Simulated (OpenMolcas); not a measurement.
# Fe2+, Ru2+, Os2+: d⁶ down the group

```yaml
Program: OpenMolcas 26.06
Method: CASSCF
Basis: ANO-R3
Scalar_Hamiltonian: X2C, finite nucleus
Spin-orbit_coupling: RASSI with atomic mean-field integrals over the reference wave functions, term energies averaged over their components
```

Active space for each ion: 6 electrons in 5 orbitals (d).

Computed levels in cm-1 above ⁵D₄:

```csv
Level,Fe2+,Ru2+,Os2+
⁵D₃,435,1159,4538
⁵D₂,745,1879,5284
⁵D₁,946,2339,7284
⁵D₀,1045,2561,7755
³H₆,22582,17782,18514
³H₅,22812,18191,18718
³P₂(1),24729,18965,19050
³P₁(1),26004,22307,33083
³F₃(1),26106,20698,22084
weight of ⁵D in the lowest level (%),100,99,89
```

Mixed levels, with the weight of the term that names them: Os2+ ³H₅ (59 %), Os2+ ³P₂(1) (66 %), Os2+ ³P₁(1) (54 %), Os2+ ³F₃(1) (60 %).

Measured, with the error of the calculation in %. Measured levels: Fe2+ from Corliss and Sugar, J. Phys. Chem. Ref. Data 11, 135 (1982); Ru2+ from Moore, Atomic Energy Levels, vol. III, NSRDS-NBS 35 (1971 reprint of NBS Circular 467, 1958).

| Level | Fe2+ | Ru2+ |
| --- | --- | --- |
| ⁵D₃ | 436 (-0.2) | 1159 (0) |
| ⁵D₂ | 739 (+0.9) | 1826 (+2.9) |
| ⁵D₁ | 932 (+1.5) | 2266 (+3.2) |
| ⁵D₀ | 1027 (+1.7) | 2476 (+3.5) |
| ³H₆ | 20051 (+12.6) |  |
| ³H₅ | 20301 (+12.4) |  |
| ³P₂(1) | 19405 (+27.4) |  |
| ³P₁(1) | 20688 (+25.7) |  |
| ³F₃(1) | 21700 (+20.3) |  |

The fine-structure level ⁵D₀ changes by a factor of 7.42 from Fe2+ to Os2+.

Without spin-orbit coupling ³H lies 22365, 17221, 16086 cm-1 above ⁵D in that order; the difference to the level ³H₆, of either sign, comes from spin-orbit coupling, which also lowers the zero.

Without dynamic correlation excited terms often stand tens of per cent too high (terms of higher spin than the ground term too low), and those without a measured partner can miss by more than the paired ones. Levels of configurations with an s electron are missing; early in the row they begin among the upper levels of the d shell and mix with terms of their name (holds for Ru2+). Configurations with an s electron lie low in 5d ions of this charge, fall among these levels and mix in, so low-spin terms can stand far too high, up to twice their true height, and weights are not those of the real levels (holds for Os2+). Computed and measured levels are paired by configuration, term and J; levels that our copy of the source lacks, or whose pairing is in doubt (as where it misses far off the trend of its configuration), stay unpaired and out of the deviations. Only configurations of the active space appear.

A number in round brackets counts repeated terms of one configuration in the order of the reference energies.
